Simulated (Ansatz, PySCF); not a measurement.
Noncovalent pair: CH3Cl (SMILES CCl) (first 5 atoms) with CH2O (SMILES C=O); geometry from B3LYP-D3(BJ)/def2-TZVP, rigid monomers moved along the line of their centres of mass till H5···O7 is 2.17 Å.
(charge 0, multiplicity 1):
```xyz
9

C     -0.6485    -0.9359    -0.1772
Cl     0.2849     0.6019    -0.1570
H     -1.6108    -0.7362    -0.6379
H     -0.0857    -1.6604    -0.7573
H     -0.7688    -1.2674     0.8498
C      0.3735     0.3433     2.7618
O     -0.2387    -0.6848     2.8766
H     -0.1269     1.3286     2.7762
H      1.4722     0.3612     2.6430
```

Counterpoise-corrected where a basis set is named; no monomer relaxation. Rows marked so take none.

Rows in 6-31G* carry no dispersion term and start afresh at each structure (6-31G* with six Cartesian d functions).

Codes used: Ansatz (a first-principles code); PySCF for 6-31G* rows, the dispersion terms. 

Q: One of these levels gives 0.44 kcal/mol for the interaction energy. Name it.
A) PBE/def2-TZVPPD
B) HF/6-31G* (no counterpoise)
C) B3LYP/6-31G*
D) B3LYP-D3(BJ)/def2-TZVPPD

A: B, HF/6-31G* (no counterpoise). The others give -1.85 (PBE/def2-TZVPPD), -0.27 (B3LYP/6-31G*), -3.01 (B3LYP-D3(BJ)/def2-TZVPPD)
